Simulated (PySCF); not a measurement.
C2H4Cl2Si2, SMILES C#C[Si]([SiH3])(Cl)Cl. Atoms are numbered in the order given.

```xyz
10

C      2.0102     2.3627     0.0000
C      1.1741     1.4779     0.0000
Si     0.0016     0.0822     0.0000
Si     1.0719    -1.9945     0.0000
Cl    -1.1985     0.2311     1.6888
Cl    -1.1985     0.2311    -1.6888
H      2.7422     3.1504     0.0000
H      1.9203    -2.1083    -1.2202
H      0.0336    -3.0627     0.0000
H      1.9203    -2.1083     1.2202
```

Coordinates come from a B3LYP-D3(BJ)/def2-SVP optimisation. This is a generated structure with no PubChem entry under its InChIKey; it may be hypothetical.

Computed with TDA-CAM-B3LYP/def2-SVPD run with PySCF.

Vertical excitations. The molecule is in vacuum. State labels are in the subgroup Cs.

### Question
Estimate the UV-visible absorptions. (An estimate is asked for; the answer gives what the named calculation found.)

### Answer

```json
[
 {"state": "S1", "symmetry": "A\"", "energy (eV)": "5.74", "λ (nm)": "216", "f": "0.003", "main pairs": "HOMO→LUMO+1 37 %, HOMO−2→LUMO+1 27 %, HOMO−1→LUMO 18 %"},
 {"state": "S2", "symmetry": "A'", "energy (eV)": "5.95", "λ (nm)": "209", "f": "0.004", "main pairs": "HOMO−1→LUMO+1 37 %, HOMO→LUMO 33 %, HOMO−2→LUMO 15 %"},
 {"state": "S3", "symmetry": "A\"", "energy (eV)": "5.96", "λ (nm)": "208", "f": "0.003", "main pairs": "HOMO−1→LUMO 60 %, HOMO→LUMO+1 15 %"},
 {"state": "S4", "symmetry": "A'", "energy (eV)": "6.62", "λ (nm)": "187", "f": "0.044", "main pairs": "HOMO→LUMO 51 %, HOMO−2→LUMO 35 %"},
 {"state": "S5", "symmetry": "A\"", "energy (eV)": "6.67", "λ (nm)": "186", "f": "0.022", "main pairs": "HOMO−2→LUMO+1 49 %, HOMO→LUMO+1 42 %"},
 {"state": "S6", "symmetry": "A\"", "energy (eV)": "7.47", "λ (nm)": "166", "f": "0.022", "main pairs": "HOMO−3→LUMO 60 %, HOMO−5→LUMO+1 13 %"},
 {"state": "S7", "symmetry": "A'", "energy (eV)": "7.51", "λ (nm)": "165", "f": "0.047", "main pairs": "HOMO−3→LUMO+1 71 %, HOMO−1→LUMO+1 11 %"},
 {"state": "S8", "symmetry": "A'", "energy (eV)": "7.66", "λ (nm)": "162", "f": "0.113", "main pairs": "HOMO→LUMO+2 46 %, HOMO→LUMO+3 19 %, HOMO−2→LUMO 9 %, HOMO−5→LUMO 7 %"},
 {"state": "S9", "symmetry": "A\"", "energy (eV)": "7.66", "λ (nm)": "162", "f": "0.001", "main pairs": "HOMO−4→LUMO 60 %, HOMO−3→LUMO 14 %"},
 {"state": "S10", "symmetry": "A'", "energy (eV)": "7.75", "λ (nm)": "160", "f": "0.321", "main pairs": "HOMO−4→LUMO+1 35 %, HOMO−3→LUMO+1 17 %, HOMO→LUMO+2 12 %, HOMO−1→LUMO+1 11 %"},
 {"state": "T1", "symmetry": "A'", "energy (eV)": "4.73", "λ (nm)": "262", "f": "0", "main pairs": "HOMO−1→LUMO+1 32 %, HOMO−2→LUMO 20 %, HOMO→LUMO 18 %, HOMO−1→LUMO+4 6 %"},
 {"state": "T2", "symmetry": "A\"", "energy (eV)": "5.15", "λ (nm)": "241", "f": "0", "main pairs": "HOMO→LUMO+1 28 %, HOMO−1→LUMO 27 %, HOMO−2→LUMO+1 21 %"},
 {"state": "T3", "symmetry": "A'", "energy (eV)": "5.16", "λ (nm)": "240", "f": "0", "main pairs": "HOMO−1→LUMO+1 36 %, HOMO→LUMO 22 %, HOMO−2→LUMO 16 %, HOMO−1→LUMO+4 6 %"},
 {"state": "T4", "symmetry": "A\"", "energy (eV)": "5.68", "λ (nm)": "218", "f": "0", "main pairs": "HOMO−1→LUMO 41 %, HOMO→LUMO+1 40 %"}
]
```
Triplets are in the Tamm–Dancoff approximation.
